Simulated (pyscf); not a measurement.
Optimised with ωB97X-D3(BJ)/def2-SVP in PySCF.

Q: PBE/def2-TZVP puts the barrier of H₃Si–Se–In(Cl)–Cl → H₃Si–Cl + Cl–In=Se (elimination; singlet surface; Cl–In, Se–Si broken, Cl–Si formed) at 31.2 kcal/mol and the reaction energy at +26.4 kcal/mol, from the reactant's lowest minimum found. What do r²SCAN/def2-TZVP, PBE0-D3(BJ)/def2-TZVP, ωB97M-D3(BJ)/def2-TZVP give on the same structures?

A: r²SCAN: ΔE‡ = 34.1 kcal/mol, ΔE = +30.7 kcal/mol; PBE0-D3(BJ): ΔE‡ = 34.6 kcal/mol, ΔE = +32.8 kcal/mol; ωB97M-D3(BJ): ΔE‡ = 36.5 kcal/mol, ΔE = +31.1 kcal/mol. PBE's barrier lies under all of them, by 3.0 to 5.4 kcal/mol. Its reaction energy lies under all of them, by 4.3 to 6.4 kcal/mol. On the product side the descent ends in an adduct with a Cl–In contact, 8.9 kcal/mol under the separated species and 7.9 kcal/mol under the saddle at ωB97X-D3(BJ)/def2-TZVP. What is counted as broken (Cl–In) persists as a longer contact in the product adduct; parting that adduct is a step of its own. This is the saddle that the search found; another between the same sides may lie lower. Elements up to Kr have no core potential and no relativistic terms here. Elements past Kr carry the def2 core potentials, without spin-orbit coupling.
